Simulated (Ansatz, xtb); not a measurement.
**Two isomers of C5H5BrF2**

We compare a, `FC(F)[C@@H]1C=C(Br)C1`, a singlet, with b, `C=C[C@H](Br)C=C(F)F`, a singlet. Both are isolated molecules in the gas phase, relaxed with PBE-D3(BJ)/def2-SVP; each stands in its lowest conformer found.

a (Å):

```xyz
13

C    -0.7054    1.9400    1.2584
C     0.7081    1.5054    0.9259
C     1.0046    1.2624   -0.5481
C     1.2573   -0.0486   -0.3268
C     1.0143   -0.0148    1.1648
Br    1.7721   -1.4734   -1.4351
F    -0.9188    3.2109    0.7957
F    -0.8844    1.9499    2.6162
H    -1.4750    1.2698    0.8068
H     1.4093    2.1954    1.4444
H     1.0086    1.9175   -1.4289
H     0.1615   -0.6218    1.5336
H     1.9006   -0.2128    1.8004
```

b (Å):

```xyz
13

C    -0.7689    2.5768    1.2085
C     0.0697    1.6112    1.6239
C    -0.3808    0.3325    2.2481
C     0.1964   -0.8828    1.6247
C    -0.5343   -1.9724    1.3352
Br    0.1927    0.3901    4.2093
F    -0.0564   -3.0688    0.7729
F    -1.8333   -2.0941    1.5690
H    -0.3928    3.4967    0.7358
H    -1.8607    2.4811    1.3284
H     1.1608    1.7268    1.5001
H    -1.4820    0.2758    2.3139
H     1.2692   -0.9169    1.3882
```

Q: Estimate E(b) − E(a) at the level CCSD(T)/def2-SVP + ΔMP2/def2-TZVPP.

A: Not settled: CCSD(T)/def2-SVP + ΔMP2/def2-TZVPP gives E(b) − E(a) = +1.84 kcal/mol, but this leans on the basis-set step: CCSD(T) alone gives +0.95 kcal/mol.

How the difference moves with the method:

```json
{"level": "GFN2-xTB", "geometry": "GFN2-xTB", "E(b) − E(a) (kcal/mol)": "+7.75", "departure from the last row (kcal/mol)": "+5.91", "job, with rough time for the two": "optimisation, 0.14 s"}
{"level": "HF/STO-3G", "geometry": "GFN2-xTB", "E(b) − E(a) (kcal/mol)": "+15.93", "departure from the last row (kcal/mol)": "+14.09", "job, with rough time for the two": "single point, 0.44 s"}
{"level": "r2SCAN-D4/def2-SVP", "geometry": "GFN2-xTB", "E(b) − E(a) (kcal/mol)": "+0.98", "departure from the last row (kcal/mol)": "−0.87", "job, with rough time for the two": "single point, 3.7 s"}
{"level": "PBE-D3(BJ)/def2-SVP", "geometry": "PBE-D3(BJ)/def2-SVP", "E(b) − E(a) (kcal/mol)": "+0.89", "departure from the last row (kcal/mol)": "−0.95", "job, with rough time for the two": "optimisation, 24 s"}
{"level": "HF/def2-SVP", "geometry": "PBE-D3(BJ)/def2-SVP", "E(b) − E(a) (kcal/mol)": "+0.62", "departure from the last row (kcal/mol)": "−1.22", "job, with rough time for the two": "part of the CCSD(T) run"}
{"level": "MP2/def2-SVP", "geometry": "PBE-D3(BJ)/def2-SVP", "E(b) − E(a) (kcal/mol)": "+3.45", "departure from the last row (kcal/mol)": "+1.61", "job, with rough time for the two": "part of the CCSD(T) run"}
{"level": "CCSD(T)/def2-SVP", "geometry": "PBE-D3(BJ)/def2-SVP", "E(b) − E(a) (kcal/mol)": "+0.95", "departure from the last row (kcal/mol)": "−0.89", "job, with rough time for the two": "single point"}
{"level": "CCSD(T)/def2-SVP + ΔMP2/def2-TZVPP", "geometry": "PBE-D3(BJ)/def2-SVP", "E(b) − E(a) (kcal/mol)": "+1.84", "departure from the last row (kcal/mol)": "", "job, with rough time for the two": "single point, 2.2 min"}
```

As drawn, b has 1 C=C in place of 2 C–C. Structure a has a 4-membered ring, b no ring.

The largest departure from CCSD(T)/def2-SVP + ΔMP2/def2-TZVPP is that of HF/STO-3G, 14.09 kcal/mol. The last row adds to CCSD(T) the change of the MP2 difference between the two basis sets, here +0.89 kcal/mol.

With thermal terms from frequencies at re-optimised GFN2-xTB minima (ideal gas, soft modes damped towards free rotors, one conformer each, 298.15 K, 1 atm): the zero-point term adds −1.24 kcal/mol; ΔH is +1.25 and ΔG −0.22 kcal/mol.

The correlated steps freeze 16 core orbitals; the filled d shell of Br is correlated, in a basis made for valence electrons. Programs: Ansatz 0.2.0, xtb 6.7.1; the last row on 4 threads of Arm Neoverse V2 on a shared host.
